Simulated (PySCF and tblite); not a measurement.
Computed ¹H and ¹³C shifts (ppm) of 4 molecules with 7 carbons each, averaged over conformers at 298.15 K: GIAO PBE0/pcSseg-1 on GFN2-xTB geometries, unscaled, against TMS (¹H), TMS (¹³C) at the same level; H on other atoms than carbon is left out (PySCF, tblite).

P. ¹H: 7.75 (2H), 7.58 (2H), 7.52 (1H) ¹³C: 158.3 (1C), 135.5 (2C), 130.6 (1C), 130.1 (1C), 122.5 (2C)
Q. ¹H: 7.26 (1H), 7.21 (1H), 7.12 (1H), 7.11 (1H), 7.06 (1H) ¹³C: 187.3 (1C), 154.7 (1C), 152.5 (1C), 152.4 (1C), 142.2 (1C), 140.1 (1C), 138.1 (1C)
R. ¹H: 10.68 (1H), 8.45 (1H), 7.88 (1H), 7.58 (1H), 7.48 (1H) ¹³C: 190.4 (1C), 176.0 (1C), 142.2 (1C), 135.6 (1C), 129.7 (1C), 128.7 (1C), 122.1 (1C)
S. ¹H: 7.69 (1H), 7.51 (1H), 7.30 (1H), 7.15 (1H) ¹³C: 163.8 (1C), 139.1 (1C), 135.9 (1C), 133.5 (1C), 122.9 (1C), 122.2 (1C), 117.0 (1C)

The molecules:
1. C7H5ClO, SMILES O=c1cccc(Cl)cc1
2. PhOCF3, C₇H₅F₃O, SMILES FC(F)(F)Oc1ccccc1
3. 3‐(trifluoromethyl)phenol, C7H5F3O, SMILES Oc1cccc(C(F)(F)F)c1
4. 2-formyl-1-fluorobenzene, C₇H₅FO, SMILES O=Cc1ccccc1F

Question: Which spectrum belongs to which molecule?

Answer: P is 2; Q is 1; R is 4; S is 3.

Assigned:
1. [O:1]=[c:2]1[cH:3][cH:4][cH:5][c:6]([Cl:7])[cH:8][cH:9]1: ¹³C: 187.3 (C2), 154.7 (C6), 152.5 (C3), 152.4 (C9), 142.2 (C8), 140.1 (C5), 138.1 (C4) ppm.
2. [F:1][C:2]([F:3])([F:4])[O:5][c:6]1[cH:7][cH:8][cH:9][cH:10][cH:11]1: ¹³C: 158.3 (C6), 135.5 (C8/C10), 130.6 (C9), 130.1 (C2), 122.5 (C7/C11) ppm.
3. [OH:1][c:2]1[cH:3][cH:4][cH:5][c:6]([C:7]([F:8])([F:9])[F:10])[cH:11]1: ¹³C: 163.8 (C2), 139.1 (C6), 135.9 (C4), 133.5 (C7), 122.9 (C5), 122.2 (C3), 117.0 (C11) ppm.
4. [O:1]=[CH:2][c:3]1[cH:4][cH:5][cH:6][cH:7][c:8]1[F:9]: ¹³C: 190.4 (C2), 176.0 (C8), 142.2 (C6), 135.6 (C4), 129.7 (C5), 128.7 (C3), 122.1 (C7) ppm.

Unscaled shifts at such levels can be off by 15 ppm or more for ¹³C and 0.8 ppm for ¹H.

For scale, the study of O=c1cccc(Cl)cc1 took 26 s on 1 thread of Arm Neoverse V2, on a host shared with other jobs (rough), launched as `OMP_NUM_THREADS=1 python ens_run.py task.json out`.
